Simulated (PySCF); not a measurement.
Point-charge models of `CC(=O)O[SiH2]C(Cl)(Cl)Cl` against its computed dipole.

Coordinates (PBE0-D3(BJ)/def2-SVP, Å) and charges (e) from the PBE0/pcSseg-1 density (PySCF):

```
atom       x       y       z  Mulliken      IAO  Hirshfeld  ESP-fitted
  C1  -2.693  -0.298  -0.041   -0.2402  -0.4644    -0.1125     -0.6710
  C2  -1.433   0.502  -0.035   +0.3986  +0.5380    +0.2262     +0.8773
  O3  -1.357   1.708  -0.062   -0.4163  -0.4518    -0.2428     -0.5463
  O4  -0.321  -0.244   0.005   -0.5742  -0.5810    -0.1962     -0.4269
 Si5   1.113   0.694   0.008   +0.9039  +0.9761    +0.3460     +0.4603
  C6   2.463  -0.658   0.052   -0.5143  -0.2655    -0.0003     -0.5898
 Cl7   2.309  -1.639   1.524   +0.0260  -0.0195    -0.0293     +0.1120
 Cl8   4.026   0.209   0.058   +0.0153  -0.0300    -0.0267     +0.0898
 Cl9   2.349  -1.690  -1.389   +0.0258  -0.0198    -0.0294     +0.1118
 H10  -2.745  -0.904   0.875   +0.1558  +0.1769    +0.0644     +0.1974
 H11  -3.560   0.369  -0.104   +0.1503  +0.1722    +0.0601     +0.1864
 H12  -2.682  -0.996  -0.890   +0.1552  +0.1764    +0.0638     +0.1974
 H13   1.280   1.444  -1.257   -0.0427  -0.1037    -0.0618     +0.0011
 H14   1.245   1.491   1.247   -0.0432  -0.1040    -0.0616     +0.0004
```

Task: Form Σ q r in debye for every column and set it beside the full dipole.

Result: The full density gives (-1.74, -0.69, 0.00) D, 1.87 D in size; dipole vectors point from the negative to the positive end.

```tsv
scheme	μx	μy	μz	size (D)	share of the full size (%)	angle to the full dipole (°)
Mulliken	-3.56	1.04	-0.07	3.71	199	38
IAO	-1.61	0.54	-0.02	1.69	91	40
Hirshfeld	-0.99	-0.81	0.01	1.28	68	18
ESP-fitted	-1.74	-0.67	-0.01	1.86	100	1
```

Task: Which set comes closest?

Result: Length of the difference vector: ESP-fitted 0.02 D, Hirshfeld 0.76 D, IAO 1.24 D, Mulliken 2.51 D. Closest: ESP-fitted. ESP charges are fitted to the potential around the molecule, whose slowest-falling term is the dipole's. 

Task: What is left for the Hirshfeld atoms' own dipoles?

Result: The shares of the density sum to the whole, so what Σ q r misses lies in dipoles about the nuclei. The atomic dipoles sum to (-1.74, -0.69, 0.00) − (-0.99, -0.81, 0.01) = (-0.75, 0.12, -0.01) D, 0.76 D in size.

Task: With the origin at the mean of the coordinates, (0.000, -0.001, -0.001) Å, which are the largest single terms, by size, of the Mulliken dipole along the direction of the full one?

Result: Si5 -5.60, C6 +5.06, C1 -3.01, H11 +2.29, C2 +2.20 D; all 14 atoms together +2.92 D. The single terms depend on the origin, their sum doesn't.

Task: Give the size of the full dipole in other units.

Result: 1.87 D = 0.735 au = 0.389 e·Å = 6.23 × 10⁻³⁰ C·m.

The structure is a single PBE0-D3(BJ)/def2-SVP conformer in the gas phase; no vibrational or solvent corrections.

These values come from a run that also computed NMR shieldings. Hardware: one thread of an Arm Neoverse V2, no GPU, on a shared host. Cost: 45 s of wall time (with the writing of density and orbital grids), 1.1 GiB resident at most.

Conformer computed: `[CH3:1][C:2](=[O:3])[O:4][SiH2:5][C:6]([Cl:7])([Cl:8])[Cl:9]`: C1–C2–O4–Si5 180°, C2–O4–Si5–C6 180°, O4–Si5–C6–Cl7 -61°.
